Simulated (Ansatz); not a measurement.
Ansatz results at the PBE0-D4/def2-TZVP geometry: LUMO energy (PBE/def2-TZVPP) -3.30 eV; HOMO energy (PBE0/def2-TZVPP) -7.34 eV; zero-point energy (PBE0-D4/def2-TZVP) 106.1 kJ/mol.

Each molecule was computed in one conformer, which needn't be the lowest.

Q: Which molecule gave them?
A. `N#CO`
B. `S[SiH2]BCl`
C. `OCBBr`
D. `ClC1(Br)C[SiH2]1`

A: B. The others give `OCBBr`: -2.59, -8.14, 143.4; `ClC1(Br)C[SiH2]1`: -1.85, -7.14, 133.6; `N#CO`: -1.31, -9.01, 57.3.
